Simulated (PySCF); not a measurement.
**Static response to an electric field**

Compound: C5H8O2S2.
Structure used (PBE0-D3(BJ)/def2-SVP), in Å, numbered top down from 1:
```xyz
17
C5H8O2S2 angstrom
C      3.2633    0.0061    0.0330
C      2.1054    0.7229    0.6551
O      2.1469    1.4238    1.6285
O      0.9682    0.4683   -0.0314
C     -0.2285    1.0252    0.4878
S     -1.0956   -0.1465    1.5562
C     -1.8850   -0.9598    0.1385
C     -2.5105    0.1299   -0.7079
S     -1.3003    1.4827   -0.9048
H      3.2936    0.1976   -1.0486
H      3.1289   -1.0776    0.1690
H      4.1951    0.3267    0.5110
H      0.0198    1.9088    1.0921
H     -2.6368   -1.6650    0.5227
H     -1.1254   -1.5202   -0.4278
H     -3.4150    0.5290   -0.2250
H     -2.7734   -0.2385   -1.7114
```

Level: CAM-B3LYP/def2-SVPD (PySCF), static field, nuclei fixed, core orbitals frozen in the response. The polarisability tensor in these axes (au):

```
x   118.33   5.34   7.36
y     5.34  94.10  -1.82
z     7.36  -1.82  99.08
```

**Question.** Diagonalise the tensor; give its mean and Δα, where Δα² is half the sum of the squared differences of the eigenvalues.

**Answer.** Principal values 91.22, 98.73 and 121.56 au; mean 103.84 au = 15.39 Å³ = 17.12 × 10⁻⁴⁰ C²·m²/J; Δα = 27.36 au (26 % of the mean).

**Question.** What is the dipole moment, and where does it point?

**Answer.** (-0.88, -2.54, -2.09) D, 3.40 D in size, pointing from the negative to the positive side. Measured along this direction, the outermost atoms are O3 at the negative end and H17 at the positive end.

**Question.** Estimate the molar refractivity from the static electronic polarisability.

**Answer.** Lorentz–Lorenz: R = (4π/3)N_A α = 2.5225 cm³/(mol·Å³) × 15.39 Å³ = 38.8 cm³/mol, in the limit of long wavelengths.

**Question.** Refractivity n − 1 of an ideal gas of it at 273.15 K and 1 atm, from the electronic α?

**Answer.** N = p/kT = 2.6868 × 10¹⁹ cm⁻³, so n − 1 = 2π × N × 15.39 × 10⁻²⁴ cm³ = 2598 × 10⁻⁶ at long wavelengths, for an ideal gas.

**Question.** Find the Langevin capture rate constant for NO+ (29.998 u) meeting this molecule (163.997 u), k = 2.342 × 10⁻⁹ cm³/s × √(α in Å³ / reduced mass in u).

**Answer.** The reduced mass is 25.36 u, so k = 1.82 × 10⁻⁹ cm³/s. The formula leaves out the permanent dipole, which adds to the capture rate.

**Question.** In TDDFT the mean static polarisability is Σ f/ω² over all singlet excitations (ω in hartree). How much of it do the 6 lowest give? Their energies (eV) and oscillator strengths: 5.11, 0.0031; 5.46, 0.0014; 5.86, 0.0019; 6.42, 0.0127; 6.52, 0.0258; 6.69, 0.0193.

**Answer.** They add up to 1.16 au, 1.1 % of the 103.84 au; the largest single term is 0.45 au, from the state at 6.52 eV. Terms in order: 0.09, 0.04, 0.04, 0.23, 0.45, 0.32 au. Higher excitations give the rest. The strengths listed sum to 0.064.

**Question.** Along which axes do the principal values lie, and how far do the nuclei extend along each?

**Answer.** Largest value along (0.94, 0.16, 0.29), where the nuclei span 7.35 Å; middle along (-0.17, -0.52, 0.83), 3.30 Å; least along (-0.29, 0.84, 0.47), 3.83 Å. The strongest response lies along the longest span, while the other two are in reverse order.

Isolated species at its PBE0-D3(BJ)/def2-SVP geometry (one conformer only).
